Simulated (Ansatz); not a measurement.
`C=C[O][InH2]` + H₂ → ethylene + `[OH][InH2]` at 700 K and 1 bar (hydrogenolysis of a C–O bond).

Computed with Ansatz on PBE0-D4/def2-TZVP structures; ΔE is electronic, products minus reactants. CBS: MP2 limit from def2 TZ/QZ plus the TZ coupled-cluster correction, frozen cores. This one scheme is used for every species. Elements past krypton have def2 core potentials. For In outer-core shells are correlated without core-valence functions, which leaves a few kJ/mol of doubt a bond. Each species was taken in one conformer, which may not be the lowest.

| species | CCSD(T)/CBS energy (Eh) | H − E (kJ/mol) | S (J/(mol·K)) |
| --- | --- | --- | --- |
| `C=C[O][InH2]` | -344.06070 | 220.6 | 438.9 |
| H₂ | -1.17544 | 46.8 | 155.3 |
| `C=C` | -78.48111 | 168.9 | 268.4 |
| `[OH][InH2]` | -266.78179 | 108.6 | 338.8 |

H − E and S are ideal-gas, rigid-rotor, harmonic terms from PBE0-D4/def2-TZVP, for one conformer and one mirror image of each species. The MP2-based limit puts H₂ 0.8 mEh under its directly extrapolated value; such offsets cancel only in part. 1 Eh = 2625.50 kJ/mol, R = 8.31446 J/(mol·K).

Q: By hand: ΔE, ΔH, ΔS and ΔG.

A: ΔE = (-78.48111) + (-266.78179) − (-344.06070) − (-1.17544) = -0.02676 Eh = -70.3 kJ/mol. Δ(H − E) = 168.9 + 108.6 − 220.6 − 46.8 = 10.1, so ΔH = -60.2 kJ/mol. ΔS = 268.4 + 338.8 − 438.9 − 155.3 = 13.0 J/(mol·K). ΔG = -60.2 − 700 × (13.0)/1000 = -69.3 kJ/mol.

Q: By hand: the equilibrium constant, and the temperature at which ΔG would vanish if ΔH and ΔS stayed fixed.

A: log₁₀ K = −ΔG/(RT ln 10) = 5.2. ΔH and −TΔS have one sign here, so there is no such temperature.

The number of gas molecules stays the same, so ΔS is small and ΔH decides. A doubt of 5 kJ/mol in ΔE shifts log₁₀ K by 0.4 here. Other conformers and mirror images would add mixing entropy, several J/(mol·K) or more a flexible species. These are equilibria of isolated gas molecules and say nothing of rates. Largest T1 diagnostic: 0.017 (customary marks: 0.02 for closed shells, 0.045 for open ones).
